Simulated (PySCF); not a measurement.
## Telling isomers of C$_{4}$H$_{9}$FO$_{2}$Si apart by NMR

One averaged value for each set of equivalent atoms, a single conformation, isolated molecule, non-relativistic Hamiltonian. Shieldings: GIAO PBE0/pcSseg-1; GFN2-xTB geometry; PySCF 2.14.0 with density-fitted response routines.

References, each an isolated molecule treated in the same way: ¹H (σref 31.72), ¹³C (σref 186.93) vs TMS. Splittings of carbon signals by F and P are missing where no couplings were computed. Where no couplings were computed, multiplicities follow the n + 1 count of equivalent neighbours, and m marks all less simple cases (inequivalent or close neighbours, rings, F or P nearby). Shifts are as computed. Against solution values, carbons near 30 ppm lie about +3 ppm off and those near 130 ppm about +5 ppm. Of 1211 compounds with measured shifts, 218 miss one by over three times the rms of a fit or turn the order of signals round; such compounds aren't used in these exercises.

(1) Tabulate the signals of `COC[SiH2]O/C=C\F`, `FC[SiH]1OCCCO1` and their relative energies.

(2) What is the quickest way to tell COC[SiH2]O/C=C\F from FC[SiH]1OCCCO1?

## Answers

(1) 
```tsv
SMILES	carbon types	δC	δH	E rel. (kcal/mol)
COC[SiH2]O/C=C\F	2×CH 1×CH2 1×CH3	144.2, 134.4, 65.7, 63.4	6.60 (m, 1H), 5.81 (m, 1H), 5.55 (t, 2H), 3.76 (t, 2H), 3.38 (s, 3H)	58.1
FC[SiH]1OCCCO1	4×CH2	79.9, 67.2, 36.2	5.16 (m, 1H), 4.67 (m, 2H), 4.40 (m, 2H), 4.22 (m, 2H), 2.14 (m, 1H), 1.28 (m, 1H)	0.0
```

Energies are electronic energies at PBE0/pcSseg-1 on these geometries, without zero-point or thermal terms, each for the one conformer computed, which needn't be the lowest.

(2) Count the carbon signals: 4 against 3. The first has a β carbon of an enol-ether or enamine type C=C (CH) at 144.2 ppm, the second an sp3 CH2 in a ring at 36.2 ppm. Their most deshielded carbons lie at 144.2 and 79.9 ppm. In the proton spectra the most deshielded non-exchanging signals are 6.60 (m, 1H) and 5.16 (m, 1H).
